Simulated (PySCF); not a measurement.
## Ions at one geometry of [PbBr2]2+

PySCF 2.14.0, RKS PBE0, Pb def2-SVP with ECP60, Br def2-SVP; non-relativistic Hamiltonian with scalar-relativistic core potentials where named; density fitting; no spin-orbit coupling; singlets restricted, open shells unrestricted. The geometry is relaxed for charge +2, singlet, vacuum:

```xyz
3

Pb    0.0000    0.0000    0.2412
Br    2.4539    0.0000    0.2413
Br   -2.4539    0.0000    0.2413
```

Energies count from the relaxed state; an electron taken off or put on is at rest in vacuum. Charges and spins are Mulliken's.

| state | energy (eV) | spin squared | charge on Pb1 (e) | spin on Pb1 (e) | dipole about the centre of mass (D) |
| --- | --- | --- | --- | --- | --- |
| charge +2, singlet, vacuum | 0.00 | 0.00 | 1.27 | 0.00 | 0.00 |
| charge +3, doublet, vacuum | 22.17 | 0.77 | 1.45 | -0.09 | 0.00 |

Task: What does the state charge +1, doublet, vacuum give?

Result: energy (eV) -14.73, spin squared 0.76, charge on Pb1 (e) 0.98, spin on Pb1 (e) 0.15, dipole about the centre of mass (D) 0.00.

With an electron taken off (doublet) the charges change, summed by element, by Pb +0.19 e, Br +0.81 e. The vertical ionisation energy is 22.17 eV, against −ε(HOMO) = 20.04 eV of the relaxed state. The level lies 2.1 eV too high, as is usual for semilocal functionals and global hybrids, which keep a self-interaction error.

With an electron put on (doublet) the charges change, summed by element, by Pb -0.28 e, Br -0.72 e. The vertical electron affinity is 14.73 eV, against −ε(LUMO) = 16.86 eV of the relaxed state.

Open shells may have lower solutions than those found.
